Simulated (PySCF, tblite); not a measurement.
Isomers of C5H12N2. Method: GFN2-xTB as coded in tblite; computed harmonic values from a numerical Hessian at the method's own geometry, unscaled. Against measured fundamentals such values can be off by several per cent, at times by over 20. One conformer each.

Electronic energies: PBE0/pcSseg-1 single points on the GFN2-xTB geometries (PySCF, gas phase).

```csv
SMILES,"electronic energy, lowest = 0 (kcal/mol)"
C=CC(CN)CN,5.4
C[C@H]1CCCNN1,0.0
CCN(N)C1CC1,26.2
CCC/C=N/NC,10.5
```

Task: How do GFN2-xTB zero-point energies change the relative energies?

Result: 
```csv
SMILES,ZPE (kcal/mol),of it from modes above 1550 cm⁻¹,electronic (kcal/mol),"with ZPE, lowest = 0 (kcal/mol)",lowest mode (cm⁻¹),rings
C[C@H]1CCCNN1,107.6,51.7,0.0,0.0,150,1
C=CC(CN)CN,105.6,60.4,5.4,3.4,47,0
CCC/C=N/NC,104.6,53.9,10.5,7.5,45,0
CCN(N)C1CC1,105.4,54.8,26.2,24.0,80,1
```

The zero-point energies span 3.0 kcal/mol, from `CCC/C=N/NC` to `C[C@H]1CCCNN1`. The order is unchanged.

Task: And how do the electronic energies of GFN2-xTB itself compare?

Result: `C[C@H]1CCCNN1` 0.0; `C=CC(CN)CN` 25.6; `CCC/C=N/NC` 11.5; `CCN(N)C1CC1` 25.7 kcal/mol, lowest = 0. Against the energies above, taken from the same isomer `C[C@H]1CCCNN1`, the largest difference is 20.2 kcal/mol.

Task: What do entropy and thermal enthalpy add at 298.15 K and 1 bar (rigid rotor, harmonic oscillator, one conformer each)?

Result: 
| SMILES | point group | symmetry number | S (cal/(mol K)) | H − H(0) (kcal/mol) | ZPE + H − H(0) − TS (kcal/mol) |
| --- | --- | --- | --- | --- | --- |
| C[C@H]1CCCNN1 | C1 | 1 | 80.8 | 4.97 | 88.5 |
| C=CC(CN)CN | C1 | 1 | 90.7 | 6.11 | 84.7 |
| CCC/C=N/NC | C1 | 1 | 93.6 | 6.35 | 83.0 |
| CCN(N)C1CC1 | C1 | 1 | 87.7 | 5.80 | 85.1 |
